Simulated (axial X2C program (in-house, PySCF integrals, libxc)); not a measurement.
## Potential curves of InO⁺, with spin–orbit coupling

All values were computed with an in-house all-electron X2C program for linear molecules (integrals from PySCF). Two-component (2c) means X2C with spin–orbit coupling and atomic mean-field two-electron Coulomb and Gaunt terms. Basis: In dyall-cv3z [11s12p9d4f1g], O dyall-av3z [7s6p3d2f] (cores contracted in-house); Gaussian nuclei, density fitting, unrestricted open shells. Masses: In 114.904 u, O 15.995 u.

State: Ω = 2 (⟨Sz⟩ = 1.00, ⟨Lz⟩ = 1.00 at PBE0). Energies in eV from the fragments at the same level (In+ + O). Fits are polynomials in 1 − R0/R over 0.85 to 1.23 times the lowest point R0.

| R (Å) | PBE0 |
| --- | --- |
| 1.8757 | 0.3198 |
| 1.9620 | 0.1058 |
| 2.0266 | 0.0312 |
| 2.0913 | 0.0017 |
| 2.1560 | -0.0006 |
| 2.2315 | 0.0147 |
| 2.3069 | 0.0379 |
| 2.4039 | 0.0687 |
| 2.5225 | 0.1000 |
| 2.6950 | 0.1311 |

Dissociation energies refer to the lowest single-determinant-based atoms at the same level and basis. Density functionals use the spin component along the axis (collinear). The 2c atoms are single determinants rather than J levels; their spin–orbit lowering is only partly caught, and De is too large by that part. This holds for PBE0. The functionals have no current-density term, which raises determinants with orbital currents, atoms included. The state is one determinant with fixed occupations, lowest in a PBE0 search at one distance only: followed along the bond, the 2c determinant Ω = 1 reaches 0.09 eV lower at PBE0, so the state shown is not the lowest. With several unpaired electrons one determinant need not be a pure state. Open-shell Ω = 0 determinants with evenly filled partner blocks cannot be reached by this program, so the Ω shown need not be the lowest component.

Fit the PBE0 curve near its minimum: give the equilibrium distance, the harmonic wavenumber and the well depth.

At PBE0, 2c: Re = 2.130 Å, ωe ≈ 295 cm⁻¹, De = 0.00 eV to In+ + O; Be follows as 0.265 cm⁻¹.
